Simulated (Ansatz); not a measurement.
One change: `BC(=O)C=S` becomes `BC=O`.

Ansatz, PBE0-D4/def2-TZVP geometries, multiplicity 1. Each molecule was computed in one conformer, which needn't be the lowest.

| property | `BC(=O)C=S` |
| --- | --- |
| HOMO–LUMO gap (ωB97M-V/def2-TZVPP) / eV | 8.23 |
| HOMO–LUMO gap (B3LYP/def2-TZVPP) / eV | 3.39 |
| LUMO energy (ωB97M-V/def2-TZVPP) / eV | -1.40 |
| LUMO energy (PBE0/def2-TZVPP) / eV | -3.59 |
| HOMO energy (B3LYP/def2-TZVPP) / eV | -7.17 |
| ideal-gas entropy at 298 K and 1 bar (rigid rotor, harmonic PBE0-D4/def2-TZVP) / J/(mol·K) | 321 |

Problem. What does the change do to each property? (Estimate.)

Solution. Computed: 
| property | `BC=O` | shift |
| --- | --- | --- |
| HOMO–LUMO gap (ωB97M-V/def2-TZVPP) / eV | 10.79 | 2.56 |
| HOMO–LUMO gap (B3LYP/def2-TZVPP) / eV | 5.82 | 2.43 |
| LUMO energy (ωB97M-V/def2-TZVPP) / eV | 0.65 | 2.05 |
| LUMO energy (PBE0/def2-TZVPP) / eV | -1.48 | 2.11 |
| HOMO energy (B3LYP/def2-TZVPP) / eV | -7.59 | -0.42 |
| ideal-gas entropy at 298 K and 1 bar (rigid rotor, harmonic PBE0-D4/def2-TZVP) / J/(mol·K) | 268 | -53 |

With PBE0 the HOMO falls by 0.40 eV and the LUMO rises by 2.11 eV, so the gap widens by about 2.51 eV. PBE moves the HOMO by -0.29 eV and ωB97M-V by -0.51 eV. The zero-point energy changes by -21.7 kJ/mol with -6 modes.

B3LYP here is the variant with VWN-RPA as its local correlation; programs differ in this.
